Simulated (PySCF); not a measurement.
Compound: C2H11B2O2PSi.
Structure used (PBE0-D3(BJ)/def2-SVP), in Å, numbered top down from 1:
```
atom  x, y, z in Å
B1     2.804   -0.369    0.398
P2     2.325    1.347   -0.070
Si3    0.444    1.255   -1.306
B4    -0.774   -0.110   -0.400
O5    -1.289    0.005    0.848
C6    -1.081    1.098    1.702
O7    -1.055   -1.210   -1.131
C8    -1.875   -2.244   -0.634
H9     1.929   -1.121    0.756
H10    3.965   -0.685    0.486
H11    3.353    1.907   -0.871
H12    0.760    0.873   -2.715
H13   -0.128    2.641   -1.329
H14   -0.224    1.718    1.390
H15   -0.880    0.725    2.717
H16   -1.983    1.729    1.736
H17   -2.939   -1.993   -0.771
H18   -1.698   -2.424    0.437
H19   -1.655   -3.159   -1.202
```

The closed-shell ground state was solved at several levels (PySCF, density fitting, gas phase, non-relativistic).

| level | basis functions | HOMO (eV) | LUMO (eV) | gap (eV) | dipole (D) |
| --- | --- | --- | --- | --- | --- |
| CAM-B3LYP/def2-SVPD | 262 | -8.29 | -0.48 | 7.81 | 1.67 |
| PBE0/pcSseg-1 | 205 | -7.12 | -1.53 | 5.59 | 1.73 |

(1) Estimate the row for B3LYP/pcSseg-1, a basis of 205 functions; the other rows only guide the guess.

(2) Over all these levels, which gives the widest orbital gap and which the narrowest?

(3) How far do the dipole and the HOMO energy spread over the levels?

Answers

(1) HOMO -6.89 eV, LUMO -1.68 eV, gap 5.21 eV, dipole 1.78 D.

(2) CAM-B3LYP/def2-SVPD (range-separated hybrid) has the widest, 7.81 eV, and B3LYP/pcSseg-1 (global hybrid, 20 % exact exchange) the narrowest, 5.21 eV. Functional and basis both differ between the two, so the spread mixes both effects.

(3) The dipole runs from 1.67 to 1.78 D (mean 1.73 D) and the HOMO from -8.29 to -6.89 eV.

One conformer stands for the species.
